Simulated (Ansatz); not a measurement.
`FCBI` + `C=N` → `C=NBI` + fluoromethane at 500 K and 1 bar (ligand exchange at a B–C bond).

Calculated with Ansatz (gas phase, PBE0-D4/def2-TZVP geometries, no zero-point term in ΔE). CCSD(T)/CBS is the MP2 limit (def2-TZVPP, def2-QZVPP) plus CCSD(T) − MP2 in def2-TZVPP, frozen cores. This one scheme is used for every species. Elements past krypton have def2 core potentials. For I outer-core shells are correlated without core-valence functions, which leaves a few kJ/mol of doubt a bond. One conformer a species, not always the lowest.

| species | CCSD(T)/CBS energy (Eh) | H − E (kJ/mol) | S (J/(mol·K)) |
| --- | --- | --- | --- |
| `FCBI` | -461.88901 | 143.8 | 360.7 |
| `C=N` | -94.52360 | 124.2 | 249.5 |
| `C=NBI` | -416.81780 | 148.3 | 359.0 |
| `CF` | -139.63461 | 122.2 | 244.8 |

H − E and S are ideal-gas, rigid-rotor, harmonic terms from PBE0-D4/def2-TZVP, for one conformer and one mirror image of each species. 1 Eh = 2625.50 kJ/mol, R = 8.31446 J/(mol·K).

Question: By hand: ΔE, ΔH, ΔS and ΔG.

Answer: ΔE = (-416.81780) + (-139.63461) − (-461.88901) − (-94.52360) = -0.03980 Eh = -104.5 kJ/mol. Δ(H − E) = 148.3 + 122.2 − 143.8 − 124.2 = 2.5, so ΔH = -102.0 kJ/mol. ΔS = 359.0 + 244.8 − 360.7 − 249.5 = -6.4 J/(mol·K). ΔG = -102.0 − 500 × (-6.4)/1000 = -98.8 kJ/mol.

Question: By hand: the equilibrium constant, and the temperature at which ΔG would vanish if ΔH and ΔS stayed fixed.

Answer: log₁₀ K = −ΔG/(RT ln 10) = 10.3. ΔG = 0 at ΔH/ΔS = 15938 K, far beyond where these terms or the molecules hold.

The number of gas molecules stays the same, so ΔS is small and ΔH decides. A doubt of 5 kJ/mol in ΔE shifts log₁₀ K by 0.5 here. Other conformers and mirror images would add mixing entropy, several J/(mol·K) or more a flexible species. These are equilibria of isolated gas molecules and say nothing of rates. Largest T1 diagnostic: 0.013 (customary marks: 0.02 for closed shells, 0.045 for open ones).
